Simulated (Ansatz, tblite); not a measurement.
Cost and result up the ladder for ZnCl2⁻ (3 atoms). Charge -1, multiplicity 2. Geometry: r2SCAN-D4/def2-TZVPD.

```xyz
3

Zn   -0.643    0.241   -0.414
Cl   -0.744   -1.479    1.072
Cl    1.387    1.238   -0.658
```

Ansatz on 4 threads of Arm Neoverse V1 on a shared host; xTB runs through tblite on one thread. Times are rough, summed over both states, and most runs start from the orbitals of an earlier one. CCSD(T)/def2-TZVPPD serves as the yardstick here, not as an exact answer. The other state is a singlet.

The xTB rows come from tblite. Correlated methods freeze 19 core orbitals. The structure comes from a short search, and lower isomers may exist.

Correlated methods converge slowly with the basis.

Raw xTB energies of ions are shifted by several eV, and xTB has no spin-polarisation term.

| level | functions | wall time | vertical IE (eV) | difference from CCSD(T)/def2-TZVPPD (eV) | remarks |
| --- | --- | --- | --- | --- | --- |
| GFN1-xTB | 22 | 0.004 s | 7.02 | 4.83 | – |
| GFN2-xTB | 22 | 0.004 s | 6.79 | 4.60 | – |
| PBE-D4/def2-TZVPD | 143 | 2.7 s | 2.27 | 0.07 | HOMO above zero (-1 doublet) |
| PBE0-D4/def2-TZVPD (with forces) | 143 | 4.7 s | 2.32 | 0.13 | – |
| r2SCAN-D4/def2-TZVPD | 143 | 6.8 s | 2.42 | 0.23 | HOMO above zero (-1 doublet) |
| CCSD(T)/def2-TZVPPD | 169 | 37 s | 2.19 | 0.00 | – |
